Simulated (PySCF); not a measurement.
PySCF input (HF/def2-TZVPD):

```python
from pyscf import gto, scf, dft

mol = gto.M(
    atom='''
    Si   -0.00000000   -0.00000000   -1.19806185
    C     0.00000000    0.00000000    0.65686514
    N     0.00000000    0.00000000    1.83309643
    ''',
    basis='def2-tzvpd',
    charge=-1,
    spin=0,
    verbose=4,
)

mf = scf.RHF(mol).density_fit(auxbasis='def2-universal-jkfit')
mf.conv_tol = 1e-9
mf.max_cycle = 100
mf.max_memory = 1500
mf.kernel()
if not mf.converged:
    mf = mf.newton()
    mf.kernel(mf.make_rdm1())
mf.analyze()
```

End of the output:

```
Extra cycle  E= -381.224116020078  delta_E= -4.66e-12  |g|= 1.17e-06  |ddm|= 6.63e-06
converged SCF energy = -381.224116020078
**** SCF Summaries ****
Total Energy =                        -381.224116020078384
Nuclear Repulsion Energy =              59.967916989663266
One-electron Energy =                 -650.812469109827589
Two-electron Energy =                  209.620436100085925
Two-electron Coulomb Energy =          241.832434159065883
DFT Exchange-Correlation Energy =      -32.211998058979958
HOMO-LUMO gap [eV] =                     6.126298179164870
**** MO energy ****
MO #1   energy= -68.5795253553993  occ= 2
MO #2   energy= -15.3749131073916  occ= 2
MO #3   energy= -11.0664770589521  occ= 2
MO #4   energy= -5.92671365517486  occ= 2
MO #5   energy= -4.02976108082745  occ= 2
MO #6   energy= -4.02934597852475  occ= 2
MO #7   energy= -4.02765611680578  occ= 2
MO #8   energy= -1.00929129648797  occ= 2
MO #9   energy= -0.548572868331377 occ= 2
MO #10  energy= -0.375545731750663 occ= 2
MO #11  energy= -0.292551704878012 occ= 2
MO #12  energy= -0.276289095414819 occ= 2
MO #13  energy= -0.212944160206177 occ= 2
MO #14  energy= -0.0362115461577162 occ= 2
MO #15  energy= 0.188925761242286  occ= 0
MO #16  energy= 0.212091070603183  occ= 0
MO #17  energy= 0.225518724801706  occ= 0
MO #18  energy= 0.291462802190788  occ= 0
MO #19  energy= 0.308199178579648  occ= 0
MO #20  energy= 0.308693372215855  occ= 0
MO #21  energy= 0.309511626881244  occ= 0
MO #22  energy= 0.310196087945272  occ= 0
MO #23  energy= 0.333847102635321  occ= 0
MO #24  energy= 0.346701375520137  occ= 0
MO #25  energy= 0.352272798806131  occ= 0
MO #26  energy= 0.409601922616311  occ= 0
MO #27  energy= 0.45951034539563   occ= 0
MO #28  energy= 0.467164112326012  occ= 0
MO #29  energy= 0.472332976033794  occ= 0
MO #30  energy= 0.491385255978668  occ= 0
MO #31  energy= 0.494167686985194  occ= 0
MO #32  energy= 0.514177551910635  occ= 0
MO #33  energy= 0.518229829894064  occ= 0
MO #34  energy= 0.579055590987246  occ= 0
MO #35  energy= 0.589345128373649  occ= 0
MO #36  energy= 0.647831039717202  occ= 0
MO #37  energy= 0.648908757526135  occ= 0
MO #38  energy= 0.680549148848668  occ= 0
MO #39  energy= 0.693128936519991  occ= 0
MO #40  energy= 0.728178383970136  occ= 0
MO #41  energy= 0.728601351726948  occ= 0
MO #42  energy= 0.745690862269579  occ= 0
MO #43  energy= 0.761412587279867  occ= 0
MO #44  energy= 0.766494550610172  occ= 0
MO #45  energy= 0.843769485225229  occ= 0
MO #46  energy= 0.845871821924451  occ= 0
MO #47  energy= 0.856727064496071  occ= 0
MO #48  energy= 0.864089003024753  occ= 0
MO #49  energy= 0.932207128350434  occ= 0
MO #50  energy= 1.0345425625884    occ= 0
MO #51  energy= 1.05658152116743   occ= 0
MO #52  energy= 1.05951036483797   occ= 0
MO #53  energy= 1.20279115639146   occ= 0
MO #54  energy= 1.20289756053974   occ= 0
MO #55  energy= 1.23221107163428   occ= 0
MO #56  energy= 1.3015385400558    occ= 0
MO #57  energy= 1.33018967892456   occ= 0
MO #58  energy= 1.3513215549243    occ= 0
MO #59  energy= 1.42484803415056   occ= 0
MO #60  energy= 1.42505026692492   occ= 0
MO #61  energy= 1.49044409627606   occ= 0
MO #62  energy= 1.49075991515309   occ= 0
MO #63  energy= 1.5499079061449    occ= 0
MO #64  energy= 1.55651048451971   occ= 0
MO #65  energy= 1.57502233000825   occ= 0
MO #66  energy= 1.58876984792031   occ= 0
MO #67  energy= 1.61783601953159   occ= 0
MO #68  energy= 1.72979930750997   occ= 0
MO #69  energy= 1.75567566746345   occ= 0
MO #70  energy= 1.82719580893849   occ= 0
MO #71  energy= 1.83565564151011   occ= 0
MO #72  energy= 1.83785579411145   occ= 0
MO #73  energy= 1.89251657251376   occ= 0
MO #74  energy= 1.91473395228505   occ= 0
MO #75  energy= 1.99218427288316   occ= 0
MO #76  energy= 2.05852465532683   occ= 0
MO #77  energy= 2.13872765509407   occ= 0
MO #78  energy= 2.14915259365413   occ= 0
MO #79  energy= 2.24540866336364   occ= 0
MO #80  energy= 2.36544525788825   occ= 0
MO #81  energy= 2.38125646842185   occ= 0
MO #82  energy= 2.53458048148031   occ= 0
MO #83  energy= 2.91307058699069   occ= 0
MO #84  energy= 3.04914139764143   occ= 0
MO #85  energy= 3.10033998211091   occ= 0
MO #86  energy= 3.10713593538411   occ= 0
MO #87  energy= 3.1546409905583    occ= 0
MO #88  energy= 3.15464338435747   occ= 0
MO #89  energy= 3.36918729076722   occ= 0
MO #90  energy= 3.36922597029579   occ= 0
MO #91  energy= 3.63884693949544   occ= 0
MO #92  energy= 3.63887130613594   occ= 0
MO #93  energy= 3.66032697767328   occ= 0
MO #94  energy= 3.66826529795437   occ= 0
MO #95  energy= 3.9177900948531    occ= 0
MO #96  energy= 3.91783668597794   occ= 0
MO #97  energy= 3.9266459616467    occ= 0
MO #98  energy= 4.17227125805383   occ= 0
MO #99  energy= 4.52994558012386   occ= 0
MO #100 energy= 4.52994572994792   occ= 0
MO #101 energy= 4.74837015305383   occ= 0
MO #102 energy= 5.07119706901464   occ= 0
MO #103 energy= 5.07122850067659   occ= 0
MO #104 energy= 5.33515632506608   occ= 0
MO #105 energy= 5.33518938041374   occ= 0
MO #106 energy= 5.64760679429222   occ= 0
MO #107 energy= 5.65683049887269   occ= 0
MO #108 energy= 6.06144665600888   occ= 0
MO #109 energy= 6.07152931932433   occ= 0
MO #110 energy= 6.14322752247595   occ= 0
MO #111 energy= 6.40343794204351   occ= 0
MO #112 energy= 6.88504018433867   occ= 0
MO #113 energy= 6.90729246249636   occ= 0
MO #114 energy= 7.40010693893963   occ= 0
MO #115 energy= 11.3777007253556   occ= 0
MO #116 energy= 24.0465260454543   occ= 0
MO #117 energy= 33.7896824877114   occ= 0
 ** Mulliken pop on meta-lowdin orthogonal AOs  **
 ** Mulliken pop  **
pop of  0 Si 1s           2.00000
pop of  0 Si 2s           1.99995
pop of  0 Si 3s           1.75868
pop of  0 Si 4s           0.01751
pop of  0 Si 5s           0.00081
pop of  0 Si 6s           0.00042
pop of  0 Si 2px          1.99999
pop of  0 Si 2py          1.99997
pop of  0 Si 2pz          1.99999
pop of  0 Si 3px          1.46107
pop of  0 Si 3py          0.35849
pop of  0 Si 3pz          0.81221
pop of  0 Si 4px          0.03416
pop of  0 Si 4py          0.00766
pop of  0 Si 4pz          0.00416
pop of  0 Si 5px          0.00158
pop of  0 Si 5py          0.00049
pop of  0 Si 5pz          0.00248
pop of  0 Si 6px          0.00003
pop of  0 Si 6py          0.00001
pop of  0 Si 6pz          0.00004
pop of  0 Si 3dxy         0.00010
pop of  0 Si 3dyz         0.00113
pop of  0 Si 3dz^2        0.01274
pop of  0 Si 3dxz         0.00112
pop of  0 Si 3dx2-y2      0.00007
pop of  0 Si 4dxy         0.00009
pop of  0 Si 4dyz         0.00050
pop of  0 Si 4dz^2        0.00126
pop of  0 Si 4dxz         0.00203
pop of  0 Si 4dx2-y2      0.00006
pop of  0 Si 5dxy         0.00001
pop of  0 Si 5dyz         0.00078
pop of  0 Si 5dz^2        0.00216
pop of  0 Si 5dxz         0.00153
pop of  0 Si 5dx2-y2      0.00001
pop of  0 Si 4f-3         0.00033
pop of  0 Si 4f-2         0.00005
pop of  0 Si 4f-1         0.00011
pop of  0 Si 4f+0         0.00017
pop of  0 Si 4f+1         0.00036
pop of  0 Si 4f+2         0.00003
pop of  0 Si 4f+3         0.00002
pop of  1 C 1s            1.99999
pop of  1 C 2s            1.12080
pop of  1 C 3s            0.00892
pop of  1 C 4s            0.00299
pop of  1 C 5s            0.00097
pop of  1 C 6s            0.00029
pop of  1 C 2px           0.86789
pop of  1 C 2py           0.94234
pop of  1 C 2pz           1.14083
pop of  1 C 3px           0.00091
pop of  1 C 3py           0.00172
pop of  1 C 3pz           0.01054
pop of  1 C 4px           0.00014
pop of  1 C 4py           0.00009
pop of  1 C 4pz           0.00463
pop of  1 C 3dxy          0.00005
pop of  1 C 3dyz          0.00301
pop of  1 C 3dz^2         0.00502
pop of  1 C 3dxz          0.00539
pop of  1 C 3dx2-y2       0.00004
pop of  1 C 4dxy          0.00003
pop of  1 C 4dyz          0.00015
pop of  1 C 4dz^2         0.00042
pop of  1 C 4dxz          0.00055
pop of  1 C 4dx2-y2       0.00002
pop of  1 C 5dxy          0.00002
pop of  1 C 5dyz          0.00098
pop of  1 C 5dz^2         0.00071
pop of  1 C 5dxz          0.00268
pop of  1 C 5dx2-y2       0.00001
pop of  1 C 4f-3          0.00000
pop of  1 C 4f-2          0.00000
pop of  1 C 4f-1          0.00057
pop of  1 C 4f+0          0.00320
pop of  1 C 4f+1          0.00061
pop of  1 C 4f+2          0.00000
pop of  1 C 4f+3          0.00000
pop of  2 N 1s            1.99999
pop of  2 N 2s            1.55818
pop of  2 N 3s            0.01852
pop of  2 N 4s            0.00054
pop of  2 N 5s            0.00014
pop of  2 N 6s            0.00007
pop of  2 N 2px           1.24454
pop of  2 N 2py           1.04170
pop of  2 N 2pz           1.49546
pop of  2 N 3px           0.00452
pop of  2 N 3py           0.00232
pop of  2 N 3pz           0.00210
pop of  2 N 4px           0.00005
pop of  2 N 4py           0.00005
pop of  2 N 4pz           0.00053
pop of  2 N 3dxy          0.00000
pop of  2 N 3dyz          0.00320
pop of  2 N 3dz^2         0.01051
pop of  2 N 3dxz          0.00304
pop of  2 N 3dx2-y2       0.00000
pop of  2 N 4dxy          0.00000
pop of  2 N 4dyz          0.00009
pop of  2 N 4dz^2         0.00048
pop of  2 N 4dxz          0.00027
pop of  2 N 4dx2-y2       0.00000
pop of  2 N 5dxy          0.00000
pop of  2 N 5dyz          0.00035
pop of  2 N 5dz^2         0.00006
pop of  2 N 5dxz          0.00131
pop of  2 N 5dx2-y2       0.00000
pop of  2 N 4f-3          0.00000
pop of  2 N 4f-2          0.00000
pop of  2 N 4f-1          0.00007
pop of  2 N 4f+0          0.00093
pop of  2 N 4f+1          0.00013
pop of  2 N 4f+2          0.00000
pop of  2 N 4f+3          0.00000
 ** Mulliken atomic charges  **
charge of    0Si =     -0.48432
charge of    1C =     -0.12652
charge of    2N =     -0.38916

WARN: System has nonzero charge -1; the dipole moment is origin-dependent.
Location of origin: [0. 0. 0.]

Dipole moment(X, Y, Z, Debye):  0.00000, -0.00000,  0.10931
```
